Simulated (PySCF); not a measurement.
# Property card for `N#C[C@@H]1C[C@H](F)O1`

Compound: C4H4FNO.
Cartesian coordinates in Å at the PBE0-D3(BJ)/def2-SVP level; atoms count from 1:
```
atom  x, y, z in Å
N1     2.6629    1.2733   -0.5166
C2     1.7436    0.5713   -0.5193
C3     0.5659   -0.2973   -0.5351
C4    -0.7924    0.3737   -0.2565
C5    -0.7824   -0.5025    0.9927
F6    -0.6773    0.1981    2.1449
O7     0.4374   -1.0993    0.6391
H8     0.6007   -0.9183   -1.4457
H9    -1.5730    0.1513   -0.9937
H10   -0.7579    1.4479   -0.0383
H11   -1.5854   -1.2468    1.1283
```

Among its groups: nitrile, ether and C–F bond.

PBE0-D3(BJ)/def2-SVP geometry optimisation, gas phase (PySCF):

```yaml
Point_group: C1
Rotational_constants_A_B_C: 5.547, 1.888, 1.770 GHz
```

**wB97X-D/def2-SVPD ground state, ΔSCF and vertical TDDFT (core frozen in the response) (PySCF)**

```yaml
Dipole_moment: 4.98 D
HOMO_energy: -11.27 eV
LUMO_energy: 1.35 eV
HOMO–LUMO_gap: 12.62 eV
Lowest_singlet_excitation: 7.17 eV (173 nm, f = 0.003)
Lowest_triplet_excitation_Tamm–Dancoff: 6.15 eV
Static_isotropic_polarisability: 52.9 au
Vertical_ionisation_energy: 11.68 eV
Electronic_spatial_extent_⟨r²⟩_about_the_centre_of_nuclear_charge: 696 bohr²
```

From PBE0/pcSseg-1 ground state and GIAO shieldings, non-relativistic (PySCF):

```yaml
Lowest_Hirshfeld_atomic_charge: -0.20 e on N1
Highest_Hirshfeld_atomic_charge: +0.13 e on C5
13C_chemical_shifts_computed_TMS_as_zero_by_class: 122.3 (C2), 111.9 (C5), 61.4 (C3), 37.3 (C4) ppm
1H_chemical_shifts_computed_TMS_as_zero_by_class: 5.78 (H11), 4.71 (H8), 3.06 (H9), 2.71 (H10) ppm
Isotropic_shieldings_of_nuclei_other_than_C_and_H_by_class: -54 (N1), 219 (O7), 287 (F6) ppm
Mayer_bond_orders_between_heavy_atoms: N1–C2 3.04, C2–C3 0.94, C3–C4 1.02, C4–C5 1.01, C5–F6 0.96, C5–O7 0.99, O7–C3 0.94
```

From B3LYP/pcJ-1 indirect spin-spin coupling, non-relativistic, gas phase; spin–dipole term left out for some pairs (PySCF):

```yaml
Largest_of_the_computed_one-bond_spin–spin_couplings_means_over_like_bonds: 19F–13C -318.3 (F6–C5), 13C–1H +191.0 (C5–H11), 13C–1H +168.6 (C3–H8), 13C–1H +151.6 (C4–H10), 13C–1H +148.0 (C4–H9), 13C–13C +74.9 (C2–C3), 13C–13C +35.9 (C4–C5), 13C–13C +29.7 (C3–C4) Hz
```

From delta-SCF UKS SCAN, pcX-2 on the ionised atom, pcseg-1 elsewhere, spin-free X2C (PySCF):

```yaml
Core_binding_energies: C1s 292.1 (C4), C1s 292.7 (C2), C1s 294.2 (C3), C1s 295.3 (C5), N1s 405.6 (N1), O1s 539.5 (O7), F1s 693.2 (F6) eV
```

Monoisotopic mass (most abundant isotopes): 101.0277 u.

No computed singlet falls in the visible range (750 to 380 nm, 1.65 to 3.26 eV); S1 lies 3.91 eV above its blue end. With B = h/(8π²I), that is 505.379 GHz u Å² over I, the principal moments of inertia are 91.1, 267.7 and 285.5 u Å² (most abundant isotopes); the inertial defect Ic − Ia − Ib is -73.3 u Å² (zero for a rigid planar frame, negative otherwise). The polarisability is 7.83 Å³ as a volume (1 au = 0.148185 Å³), or 1.02 au for each of the 52 electrons.

For the spin–spin coupling job (B3LYP/pcJ-1), on Arm Neoverse V2, one thread, shared host with 32 logical CPUs at a one-minute load of 10, this took 28 s and 0.99 GiB of memory at its peak.
